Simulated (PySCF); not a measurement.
Species: C4H9NSi.
Cartesian coordinates in Å at the PBE0-D3(BJ)/def2-SVP level; atoms count from 1:
```xyz
15
C4H9NSi angstrom
C     -1.381    0.724    0.592
C     -0.685   -0.326    0.128
Si    -1.334   -1.342   -1.321
C      0.594   -0.762    0.751
N      1.682   -0.122    0.889
C      1.844    1.219    0.401
H     -2.336    1.025    0.148
H     -1.031    1.313    1.448
H     -1.332   -2.795   -0.970
H     -0.463   -1.155   -2.521
H     -2.724   -0.898   -1.639
H      0.593   -1.804    1.120
H      2.786    1.273   -0.168
H      1.971    1.899    1.260
H      1.021    1.605   -0.227
```

Method: PySCF 2.14.0, PBE0-D3(BJ)/def2-SVP geometry optimisation, gas phase.

Masses are those of the commonest isotopes; rigid-rotor values at the optimised geometry. The values belong to one conformer with, in the numbering `[CH2:1]=[C:2]([SiH3:3])/[CH:4]=[N:5]\[CH3:6]`, C1–C2–C4–N5 -60°.

Problem. Give the principal moments of inertia and the rotational constants in MHz.

Solution. Ia = 99.23, Ib = 308.98, Ic = 347.02 u·Å²; 505379 MHz·u·Å²/I gives A = 5093, B = 1636, C = 1456 MHz.

Problem. What kind of rotor is it?

Solution. A near-prolate asymmetric top; Ray's κ = -0.901.

Problem. What does the inertial defect say?

Solution. Not planar: Δ = Ic − Ia − Ib = -61.19 u·Å². For a rigid frame Δ = −2 Σ m c², so Σ m c² = 30.59 u·Å² lies off the ab plane: 10.63 from hydrogen and 19.97 from heavier atoms. The atom farthest from that plane is 1.63 Å away.

Problem. Give the other two planar moments, Paa and Pbb, and the rms extents of the mass along the axes.

Solution. Paa = Σ m a² = (Ib + Ic − Ia)/2 = 278.38 and Pbb = Σ m b² = (Ia + Ic − Ib)/2 = 68.64 u·Å². With the mass M = 99.05 u, the rms extents √(P/M) along a, b and c are 1.68, 0.83, 0.56 Å.

Problem. Where do the levels up to J = 5 lie, in cm⁻¹?

Solution. Above 0(0,0):
J = 1: 1(0,1) 0.1031, 1(1,1) 0.2185, 1(1,0) 0.2244
J = 2: 2(0,2) 0.3092, 2(1,2) 0.4188, 2(1,1) 0.4367, 2(2,1) 0.7827, 2(2,0) 0.7829
J = 3: 3(0,3) 0.6177, 3(1,3) 0.7191, 3(1,2) 0.7549, 3(2,2) 1.0921, 3(2,1) 1.0932, 3(3,1) 1.6838, 3(3,0) 1.6838
J = 4: 4(0,4) 1.0280, 4(1,4) 1.1192, 4(1,3) 1.1790, 4(2,3) 1.5044, 4(2,2) 1.5078, 4(3,2) 2.0967, 4(3,1) 2.0968, 4(4,1) 2.9245, 4(4,0) 2.9245
J = 5: 5(0,5) 1.5392, 5(1,5) 1.6190, 5(1,4) 1.7086, 5(2,4) 2.0196, 5(2,3) 2.0274, 5(3,3) 2.6132, 5(3,2) 2.6133, 5(4,2) 3.4407, 5(4,1) 3.4407, 5(5,1) 4.5050, 5(5,0) 4.5050

Problem. Which lines would a microwave search look for?

Solution. The dipole components are |μa| = 0.74 D, |μb| = 1.52 D, |μc| = 0.60 D. Intensities carry the squares of the components, which stand as 0.23 : 1.00 : 0.15 (a : b : c). Some lines, for components of 0.1 D or more:

```
type  branch         J(Ka,Kc)    MHz  lower level (cm⁻¹)
   a       Q  2(1,1) ← 2(1,2)    538               0.419
   a       Q  3(1,2) ← 3(1,3)   1076               0.719
   b       R  2(0,2) ← 1(1,1)   2720               0.218
   c       Q  2(1,2) ← 2(0,2)   3285               0.309
   c       Q  1(1,1) ← 1(0,1)   3457               0.103
   b       Q  1(1,0) ← 1(0,1)   3637               0.103
   b       Q  2(1,1) ← 2(0,2)   3823               0.309
   b       Q  3(1,2) ← 3(0,3)   4114               0.618
   b       R  3(0,3) ← 2(1,2)   5964               0.419
   a       R  2(0,2) ← 1(0,1)   6177               0.103
   b       R  1(1,1) ← 0(0,0)   6549               0.000
   a       R  3(0,3) ← 2(0,2)   9249               0.309
   a       R  3(2,2) ← 2(2,1)   9276               0.783
   b       R  2(1,2) ← 1(0,1)   9462               0.103
   a       R  3(1,2) ← 2(1,1)   9541               0.437
   c       R  2(1,1) ← 1(0,1)  10000               0.103
   c       Q  3(2,2) ← 3(1,2)  10107               0.755
   b       Q  2(2,0) ← 2(1,1)  10378               0.437
   b       Q  3(2,2) ← 3(1,3)  11183               0.719
   c       R  3(1,2) ← 2(0,2)  13363               0.309
   b       R  2(2,1) ← 1(1,0)  16735               0.224
   b       R  2(2,0) ← 1(1,1)  16921               0.218
   c       Q  3(3,1) ← 3(2,1)  17705               1.093
   b       Q  3(3,1) ← 3(2,2)  17738               1.092
   b       R  3(3,1) ← 2(2,0)  27008               0.783
   c       R  3(3,1) ← 2(2,1)  27014               0.783
```

Problem. Estimate the classical rotational partition function at 50 K, 100 K and 298.15 K.

Solution. Point group C1, symmetry number σ = 1; q = (√π/σ)·√((kT/h)³/(ABC)), k/h = 20836.6 MHz/K: 17100 at 50 K, 48400 at 100 K, 249000 at 298.15 K.

Whether it is a minimum is left open (no frequencies). No vibrational averaging or centrifugal distortion is included, and the geometry carries the error of its method. A rigid rotor knows nothing of internal rotation, which can split or shift real lines. Quadrupole hyperfine structure (14N) is left out.
